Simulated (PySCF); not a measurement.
Stationary points of Hf(OH)3

Computed with PySCF, PBE, basis Hf def2-SVP with ECP60, O def2-SVP, H def2-SVP (scalar-relativistic core potentials, no spin–orbit coupling, density fitting).

Relaxations began from a few typed shapes; open shells are unrestricted. The search is not exhaustive: other isomers or separated fragments can lie lower, and high-lying points may rest on an excited occupation.

(1) Which is the lowest minimum found?
A. doublet C3h: Hf–O 1.937 Å (×3), O–H 0.965 Å (×3); H–O–Hf 175.0° (×3), O–Hf–O 120.0° (×3)
B. doublet D3h: Hf–O 1.937 Å (×3), O–H 0.964 Å (×3); H–O–Hf 180.0° (×3), O–Hf–O 120.0° (×3)

Answers

(1) B. The others lie at 0.0 (doublet C3h) kJ/mol above it.

For the lowest minimum: with open d or f shells other occupations or spin states may lie lower. Spin–orbit coupling, left out here, can matter for elements this heavy.
